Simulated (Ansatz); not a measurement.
A structure relaxed at PBE0-D4/def2-TZVP in Ansatz, charge 1, singlet:

```csv
atom,x (Å),y (Å),z (Å)
Cu1,0.0000,0.0000,0.0000
N2,1.0056,-1.3583,-0.9189
H3,0.4729,-1.7883,-1.6716
H4,1.2912,-2.1119,-0.2979
H5,1.8559,-0.9897,-1.3387
N6,-1.0056,1.3583,0.9189
H7,-1.2391,2.1408,0.3121
H8,-0.4956,1.7459,1.7095
H9,-1.8853,1.0032,1.2867
```

Q: Give its formula, name or SMILES.

A: [Cu(NH3)2]+ (CuN₂H₆⁺).

Q: Summarise the bond lengths by kind (pairs closer than 1.2 times the sum of covalent radii, bridged metal pairs left out).

A: 2 × Cu–N 1.92 Å; 6 × H–N 1.02 Å. The metal has 2 neighbours: N 1.92 Å, N 1.92 Å.
